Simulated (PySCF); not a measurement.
Bi(Cl)2(Me) (CH3BiCl2), SMILES [CH3][Bi]([Cl])[Cl].

The structure is a stationary point at B3LYP-D3(BJ)/def2-SVP. The structure was generated by enumeration; whether it is a known compound was not checked. The def2 effective core potentials stand for the cores of Bi; spin–orbit coupling is left out.

Calculation: IEF-PCM-ωB97X/def2-SVP run with PySCF 2.14.0.

The values are the electrostatic part of the solvation free energy, E(continuum) − E(gas) at the gas-phase geometry, in a cavity of scaled van der Waals radii (PySCF's table); cavitation and dispersion terms are not included. A continuum can't describe solvent molecules that bind to the metal. In vacuum the orbital gap is 9.74 eV. The dipole moment in vacuum is 4.52 D.

```
solvent            ε  ΔG(elec) (kcal/mol)  dipole (D)  gap (eV)
-------------  -----  -------------------  ----------  --------
water          78.36                 -9.3        6.24      9.90
acetonitrile   35.69                 -9.0        6.19      9.90
cyclohexanone  15.62                 -8.5        6.08      9.89
```
